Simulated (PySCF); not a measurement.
C₃H₁₃NSi₂.
SMILES with atom numbers: `[CH3:1][N:2]([CH3:3])[SiH2:4][CH2:5][SiH3:6]` (hydrogens: H7, H8, H9 on C1; H10, H11, H12 on C3; H13, H14 on Si4; H15, H16 on C5; H17, H18, H19 on Si6)

The same species was optimised twice, with GFN2-xTB and with PBE0-D3(BJ)/def2-SVP (PySCF), and the same property calculations (PySCF, gas phase) were run on both structures.

```tsv
coordinate	GFN2-xTB	PBE0-D3(BJ)/def2-SVP	change
N2–Si4 (Å)	1.722	1.739	+0.017
Si4–C5 (Å)	1.894	1.878	-0.016
C5–Si6 (Å)	1.892	1.881	-0.011
C1–N2 (Å)	1.442	1.440	-0.002
N2–C3 (Å)	1.440	1.441	+0.001
N2–Si4–C5 (°)	108.7	110.8	+2.1
C1–N2–C3 (°)	111.9	113.8	+1.9
Si4–C5–Si6 (°)	113.5	115.0	+1.5
C3–N2–Si4 (°)	119.9	121.0	+1.1
C1–N2–Si4 (°)	122.7	121.6	-1.1
C1–N2–Si4–C5 (°)	41	48	+7
N2–Si4–C5–Si6 (°)	169	168	-1
```

Rotational constants: A = 5845, B = 927.1, C = 838.2 MHz (GFN2-xTB) against A = 5738, B = 911.6, C = 831.5 MHz (PBE0-D3(BJ)/def2-SVP). Point groups within 0.08 Å: C1 and C1.

On the GFN2-xTB structure: lowest triplet, Tamm–Dancoff (eV) 5.67 [CAM-B3LYP/def2-SVPD]; isotropic polarisability (au) 99.2 [CAM-B3LYP/def2-SVPD]; HOMO (eV) -7.66 [CAM-B3LYP/def2-SVPD]; LUMO (eV) 1.10 [CAM-B3LYP/def2-SVPD]; dipole (D) 1.29 [CAM-B3LYP/def2-SVPD].

Question: What do these properties become on the PBE0-D3(BJ)/def2-SVP structure?

Answer: 
```
                                    property                level  on GFN2-xTB  on PBE0-D3(BJ)/def2-SVP  change
           lowest triplet, Tamm–Dancoff (eV)  CAM-B3LYP/def2-SVPD         5.67                     5.69   +0.02
               isotropic polarisability (au)  CAM-B3LYP/def2-SVPD         99.2                    101.5    +2.3
                                   HOMO (eV)  CAM-B3LYP/def2-SVPD        -7.66                    -7.68   -0.02
                                   LUMO (eV)  CAM-B3LYP/def2-SVPD         1.10                     1.08   -0.02
                                  dipole (D)  CAM-B3LYP/def2-SVPD         1.29                     1.46   +0.17
energy, GFN2-xTB geometry as zero (kcal/mol)  CAM-B3LYP/def2-SVPD          0.0                     -1.7    -1.7
```

The heavy atoms differ by 0.073 Å rms after alignment. Among bonds between heavy atoms N2–Si4 and Si4–C5 change most and about equally (-0.016 to +0.017 Å). Changes are differences of the printed values. Neither structure is proved a minimum here.

The values belong to the conformer `[CH3:1][N:2]([CH3:3])[SiH2:4][CH2:5][SiH3:6]`: C1–N2–Si4–C5 48°, N2–Si4–C5–Si6 168°.
